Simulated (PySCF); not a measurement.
**Broadened absorption spectrum of C6H8F2O**

C₆H₈F₂O.
InChI=1S/C6H8F2O/c1-4-2-3-5(7)6(8)9-4/h4H,2-3H2,1H3/t4-/m1/s1

Theory: TDDFT PBE0/def2-SVPD, vertical, gas phase, core orbitals frozen in the response (PySCF). One conformer (not necessarily the lowest) at the GFN2-xTB geometry, without solvent, vibrations or thermal averaging.

Computed states:

```
state  E (eV)       f
   S1    5.92   0.012
   S2    6.13  0.0061
   S3    6.63   0.032
   S4    6.72   0.014
   S5    7.09   0.093
   S6    7.41   0.025
```

Broadening: Gaussians 0.25 eV wide at half height, area fixed by f = 4.319×10⁻⁹ ∫ε dν̃. The width is an assumption, not a result. The curve ends short of the highest state used, and states not computed would add to its high-energy end.

Q: What does the envelope look like, and where are its maxima?

A: 
```tsv
E (eV)	ε (L mol⁻¹ cm⁻¹)
5.54	2
5.58	8
5.62	25
5.65	52
5.69	127
5.72	224
5.76	423
5.80	695
5.83	922
5.87	1195
5.91	1366
5.94	1404
5.98	1345
6.01	1252
6.05	1109
6.09	974
6.12	873
6.16	727
6.20	560
6.23	432
6.27	283
6.30	206
6.34	179
6.38	274
6.41	461
6.45	911
6.49	1620
6.52	2292
6.56	3253
6.59	3890
6.63	4427
6.67	4468
6.70	4171
6.74	3469
6.78	2669
6.81	2192
```

Maxima: 209 nm (5.94 eV), ε about 1400, made up of S1 (90%) and S2 (10%); 186 nm (6.65 eV), ε about 4500, made up of S3 (73%) and S4 (27%) (ε in L mol⁻¹ cm⁻¹; maxima over ε = 5, shares over 10%).

Q: Coming from long wavelengths, where does ε first pass 100 L mol⁻¹ cm⁻¹?

A: At about 218 nm (5.68 eV), 0.24 eV below S1.

Q: What would ε be at 6.65 eV, the highest of these maxima, with half the width (0.125 eV)?

A: About 7350 L mol⁻¹ cm⁻¹ against 4520, a factor of about 1.6; a lone state at its own centre would give exactly 2.

Q: On this curve, what absorbance would a 10⁻⁵ mol/L sample give at 222 nm over a 1 cm path?

A: 222 nm is 5.585 eV, where ε is about 9.2 L mol⁻¹ cm⁻¹, so A = ε c l ≈ 9.2e-05 (Beer–Lambert, with the gas-phase spectrum and the assumed width).

Hardware: one thread of an Arm Neoverse V2, no GPU, shared host with 96 logical CPUs at a one-minute load of 31. Cost: 51 s wall, 0.99 GiB resident at most.
